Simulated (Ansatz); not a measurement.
Reaction (SMILES): F[SiH] (F-SiH) (closed-shell singlet) → F atom + H atom + Si atom
B3LYP-D3(BJ)/def2-TZVP geometries, fixed; electronic energies without zero-point terms.

Basis-set convergence of the atomisation energy at MP2 with Ansatz (a quantum-chemistry and plane-wave program). Cartesian d functions, on some or all atoms, in 6-31G*, 6-31+G*, 6-311G**, 6-311+G**; all else is spherical. Cores are frozen. A restricted Hartree-Fock determinant is unstable towards unrestricted orbitals. Open shells are unrestricted. No added dispersion term, no relativity. Functions are those of the species that has most. Reference: Hartree-Fock in aug-cc-pV(Q+d)Z plus the correlation part extrapolated as X^-3 from aug-cc-pV(T+d)Z and aug-cc-pV(Q+d)Z, 225.15 kcal/mol, itself unsure by roughly 1.06 kcal/mol (a third of the extrapolation step and of the last Hartree-Fock step). Deviations are taken from unrounded values.

| basis | functions | atomisation energy (kcal/mol) |
|---|---|---|
| 6-31G* | 36 | 198.87 |
| 6-31+G* | 44 | 201.08 |
| def2-SVP | 37 | 201.75 |
| def2-SVPD | 55 | 206.63 |
| pcseg-1 | 37 | 201.40 |
| aug-pcseg-1 | 59 | 207.27 |
| cc-pV(D+d)Z | 42 | 196.98 |
| aug-cc-pV(D+d)Z | 64 | 207.16 |
| 6-311G** | 51 | 200.56 |
| 6-311+G** | 59 | 202.81 |
| def2-TZVP | 74 | 214.65 |
| def2-TZVPD | 92 | 215.69 |
| pcseg-2 | 78 | 219.39 |
| aug-pcseg-2 | 119 | 220.87 |
| cc-pV(T+d)Z | 83 | 216.06 |
| aug-cc-pV(T+d)Z | 124 | 219.06 |
| def2-TZVPP | 87 | 216.89 |
| def2-TZVPPD | 105 | 217.71 |
| cc-pV(Q+d)Z | 149 | 221.83 |
| aug-cc-pV(Q+d)Z | 215 | 223.03 |
| def2-QZVPP | 157 | 221.68 |
| def2-QZVPPD | 175 | 221.80 |
| pcseg-3 | 157 | 222.65 |
| aug-pcseg-3 | 223 | 222.98 |

What the diffuse functions change, pair by pair:
- 6-31G* to 6-31+G*: 8 more functions, deviation -26.29 to -24.08 kcal/mol
- def2-SVP to def2-SVPD: 18 more functions, deviation -23.40 to -18.53 kcal/mol
- pcseg-1 to aug-pcseg-1: 22 more functions, deviation -23.75 to -17.88 kcal/mol
- cc-pV(D+d)Z to aug-cc-pV(D+d)Z: 22 more functions, deviation -28.17 to -17.99 kcal/mol
- 6-311G** to 6-311+G**: 8 more functions, deviation -24.59 to -22.34 kcal/mol
- def2-TZVP to def2-TZVPD: 18 more functions, deviation -10.50 to -9.46 kcal/mol
- pcseg-2 to aug-pcseg-2: 41 more functions, deviation -5.76 to -4.28 kcal/mol
- cc-pV(T+d)Z to aug-cc-pV(T+d)Z: 41 more functions, deviation -9.09 to -6.09 kcal/mol
- def2-TZVPP to def2-TZVPPD: 18 more functions, deviation -8.27 to -7.44 kcal/mol
- cc-pV(Q+d)Z to aug-cc-pV(Q+d)Z: 66 more functions, deviation -3.32 to -2.12 kcal/mol
- def2-QZVPP to def2-QZVPPD: 18 more functions, deviation -3.48 to -3.35 kcal/mol
- pcseg-3 to aug-pcseg-3: 66 more functions, deviation -2.50 to -2.17 kcal/mol

Leaving out the reference's own pair, they bring the value nearer the reference by more than 1.06 kcal/mol in 7 of 11 pairs.
